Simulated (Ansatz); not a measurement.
Compare A (`C#COC[SiH3]`) with its isomer B (`C1=C[SiH2]OC1`).

Gas-phase electronic energies from Ansatz, PBE0-D4/def2-TZVP geometries. CCSD(T)/CBS adds triple-zeta CCSD(T) − MP2 to the extrapolated MP2 energy (def2 sets, frozen cores). DFT in def2-TZVPP. B3LYP here is the variant with VWN-RPA as its local correlation; programs differ in this. One conformer a species, not always the lowest.

(1) Which is lower in electronic energy at CCSD(T)/CBS, and by how much? (An estimate is asked.)

(2) Give E(B) − E(A) in kJ/mol with r2SCAN-D4, CCSD/def2-TZVPP, BLYP-D4, ωB97M-V, B3LYP, B2PLYP, LDA (SPW92). (An estimate is asked.)

(3) Does the order hold for the free energy at 298.15 K (harmonic terms from PBE0-D4)? (Best estimate.)

Largest T1 diagnostic: 0.013.

## Answers

(1) Computed: B, by 344.4 kJ/mol.

(2) Ansatz gave: r2SCAN-D4 -344.5, CCSD/def2-TZVPP -342.6, BLYP-D4 -312.1, ωB97M-V -341.7, B3LYP -324.0, B2PLYP -331.4, LDA (SPW92) -349.7. None reverses the order clearly.

(3) Ansatz gave: Yes: G(B) − G(A) = -316.8 kJ/mol, for one conformer each. Modes under 60 cm⁻¹, often nearly free rotors, make the harmonic entropy too high.

From r2SCAN to r2SCAN0 (25 % exact exchange), in def2-TZVPP and without D4, E(B) − E(A) moves by −11.5 kJ/mol. Leaving LDA and LC-ωPBE aside and taking each functional with its dispersion term where it has one, the values, not all of them listed here, spread over 44.8 kJ/mol, from PBE-QIDH to BLYP-D4. LDA lies −22.9 kJ/mol from PBE without D4.
